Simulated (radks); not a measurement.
Question: Lu+, 70 electrons, occupied as [Xe] 4f14 6s2. All-electron calculation, non-relativistic Kohn-Sham, LB94 model potential, spin-polarised, spherical densities, point nucleus; relativity is left out, which matters for an element this heavy. Program: a radial shooting solver on a logarithmic mesh with Libxc functionals. Some entries of the table are withheld. Estimate them.

orbital,occ.,eigenvalue (eV),<r> (bohr),<1/r> (bohr^-1)
1s,2,-58657.26,0.02132,70.49
2s,2,-9570.284,0.09024,16.50
2p,6,-9161.849,0.07635,16.54
3s,2,-2167.973,0.2301,6.309
3p,6,-1978.866,0.2200,6.263
3d,10,-1625.305,(1),6.184
4s,2,-428.4743,0.5187,2.688
4p,6,-351.2476,0.5279,2.597
4d,10,-211.3214,(2),2.396
5s,2,-66.8163,1.267,1.035
5p,6,-45.7235,1.418,0.9163
4f,14,-33.0006,0.6812,1.899
6s,2,-14.0516,3.331,0.3823

Answer: 
(1) 3d <r> (bohr): 0.1934
(2) 4d <r> (bohr): 0.5508
